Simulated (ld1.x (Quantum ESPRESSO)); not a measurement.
# Which change was made? (Ir, TM)

```
Element                 : Ir (Z = 77)
Generator               : ld1.x (Quantum ESPRESSO) 7.5
Type                    : norm-conserving Troullier–Martins (Kleinman–Bylander form)
Functional              : PBEsol
Relativity              : scalar-relativistic
Frozen core             : [Kr] 4d10
Valence charge          : 31
Reference configuration : 4f14 5s2 5p6 5d7 6s0 6p0 (charge +2)
Partial waves           : 5s (bound): rc 1.55 bohr; 5p (bound): rc 1.90 bohr; 4f (bound): rc 0.80 bohr; 5d (bound): rc 1.35 bohr
Local potential         : the d channel
Core correction         : a·sin(br)/r model core inside 0.70 bohr
```

Cutoffs, loose and tight: the cutoffs (Ry, on a coarse ladder) from which the occupation-weighted sum of valence levels, in a spherical-Bessel basis at the reference potential, stays within 10 and 1 mRy of its value at 400 Ry. They do not see the model core or the augmentation charge, which bear on the density cutoff. Test errors are all-electron minus pseudo excitation energies from the reference, over the configurations 4f14 5s2 5p6 5d7 6s2 6p0; 4f14 5s2 5p6 5d7 6s1 6p0; 4f14 5s2 5p6 5d6 6s0 6p0; 4f14 5s2 5p6 5d7 6s0 6p1; 4f14 5s2 5p6 5d8 6s1 6p0; 4f14 5s2 5p6 5d8 6s0 6p0; 4f14 5s1 5p6 5d7 6s2 6p0; variants that change the core or the reference have their own tests. The largest error is taken over the tests solved by every variant that gives reliable tests at all, those not shown here included: 4f14 5s2 5p6 5d6 6s0 6p0; 4f14 5s2 5p6 5d7 6s0 6p1; 4f14 5s2 5p6 5d8 6s0 6p0.

The base gives: outcome: generated; bound ghosts: not determined; largest test error (meV): -412.

Task: After one change the result is: outcome: generated; bound ghosts: not determined; largest test error (meV): +59. Which change was it?
A. wave 5d (bound): rc 1.35 bohr becomes 5d (bound): rc 1.88 bohr
B. wave 5d (bound): rc 1.35 bohr becomes 5d (bound): rc 1.16 bohr
C. wave 5d (bound): rc 1.35 bohr becomes 5d (bound): rc 1.04 bohr

Result: C. The others give: wave 5d (bound): rc 1.35 bohr becomes 5d (bound): rc 1.88 bohr → outcome: generated; bound ghosts: not determined; largest test error (meV): -123 | wave 5d (bound): rc 1.35 bohr becomes 5d (bound): rc 1.16 bohr → outcome: generated; bound ghosts: not determined; largest test error (meV): -52.
